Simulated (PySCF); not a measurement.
**Electronic structure of Ge (germanium, neutral) at the PBE0 level**

Configuration: [Ar] 3d10 4s1 4p3, high-spin 5S determinant (an excited configuration). Computed with PySCF 2.14 in aug-cc-pVQZ-PP with one added diffuse shell each of s, p, d, f, g type with ECP10MDF (8s7p6d4f3g, 114 functions), with a scalar-relativistic core potential.

```json
{
  "Total energy": "-294.2976 hartree",
  "One-electron energy": "-521.3338 hartree",
  "Hartree (Coulomb) energy": "251.8687 hartree",
  "Exchange-correlation energy": "-24.8325 hartree",
  "⟨S²⟩": "6.0013",
  "⟨L²⟩": "0.000",
  "Sum of ⟨r⟩": "22.63 bohr",
  "Sum of ⟨r²⟩": "41.16 bohr²"
}
```

```tsv
shell	electrons	mean orbital energy (hartree)	rms radius, mean of both spins (bohr)
3s α	1	-6.45206	0.673
3s β	1	-6.43828	0.673
3p α	3	-4.54654	0.705
3p β	3	-4.53401	0.705
3d α	5	-1.28119	0.817
3d β	5	-1.26509	0.817
4s α	1	-0.56568	2.25
4p α	3	-0.23580	2.92
```

Energies and moments cover only the electrons outside the core potential.
